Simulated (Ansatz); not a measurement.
A CCSD(T) single point on H₇NO₂Si₂ (`O[SiH2]N[SiH2]O`).

```yaml
crystal:
  periodic: [false, false, false]
  atoms:
    - {symbol: O, position_ang: [-2.349935, -1.204854, 0.032626]}
    - {symbol: Si, position_ang: [-0.720935, -1.439483, 0.069223]}
    - {symbol: N, position_ang: [0.179975, -0.174283, -0.673009]}
    - {symbol: Si, position_ang: [1.329540, 0.912132, 0.006294]}
    - {symbol: O, position_ang: [0.877040, 2.492830, -0.075085]}
    - {symbol: H, position_ang: [-2.702629, -0.444434, 0.496476]}
    - {symbol: H, position_ang: [-0.553383, -2.713247, -0.665035]}
    - {symbol: H, position_ang: [-0.216071, -1.523395, 1.462869]}
    - {symbol: H, position_ang: [0.039383, -0.078444, -1.671493]}
    - {symbol: H, position_ang: [1.511732, 0.470797, 1.412104]}
    - {symbol: H, position_ang: [2.597887, 0.891465, -0.755681]}
    - {symbol: H, position_ang: [0.084495, 2.755620, 0.394608]}
basis:
  gaussian: {orbitals: def2-SVP}
correlation: {method: ccsd_t}
```

```sh
$ ansatz run in.yaml --threads 4 --pin off --events-out ev --progress --plain
```

The program prints (abridged):

```
Functional definition: HF
1093 factors; integrals over basis functions are off by at most 1.1e-3 eV
mean field evaluation 1: about -21380.9122 eV, gradient 5.0e1 eV
mean field evaluation 2: about -21380.9137 eV, gradient 5.0e1 eV
mean field evaluation 4: about -21385.8691 eV, gradient 3.2e0 eV
mean field evaluation 8: about -21385.9052 eV, gradient 1.8e-4 eV
mean field -21385.90524358 eV, -785.9175218144 hartree, gradient 2.1e-6 eV, S^2 0.000000; 0 other end points of the search recorded, 0 dependent functions left out
13 core orbitals not correlated: weight in the atoms' cores, before any rotation towards them, 1.000 or more for the frozen orbitals, at most 0.000 for the correlated occupied ones
reference -21385.90524358 eV, -785.9175218144 hartree; 16, 16 occupied and 84, 84 virtual orbitals, 1093 factors
second order -20.06074073 eV of doubles, -0.00000000 eV of singles
cycle   1  -20.72821964 eV  change   -6.7e-1 eV  update   1.0e-1
cycle   2  -21.25100287 eV  change   -5.2e-1 eV  update   2.8e-2
cycle   3  -21.37008005 eV  change   -1.2e-1 eV  update   1.4e-2
cycle   4  -21.36329289 eV  change    6.8e-3 eV  update   3.1e-3
cycle   5  -21.36257226 eV  change    7.2e-4 eV  update   1.2e-3
cycle   6  -21.36283950 eV  change   -2.7e-4 eV  update   3.8e-4
cycle   7  -21.36263224 eV  change    2.1e-4 eV  update   1.3e-4
cycle   8  -21.36257373 eV  change    5.9e-5 eV  update   3.9e-5
cycle   9  -21.36257832 eV  change   -4.6e-6 eV  update   1.3e-5
perturbative correction -0.47777159 eV, -0.0175577819 hartree
Total energy: -21407.74559348 eV, -786.7201398694 hartree
```

Run time 6.5 s (4 threads of a server CPU on a shared host); peak host memory 0.55 GiB.

MP2 recovers 91.9 % of the CCSD(T) correlation energy and the triples give 2.2 %; T1 = 0.0115.
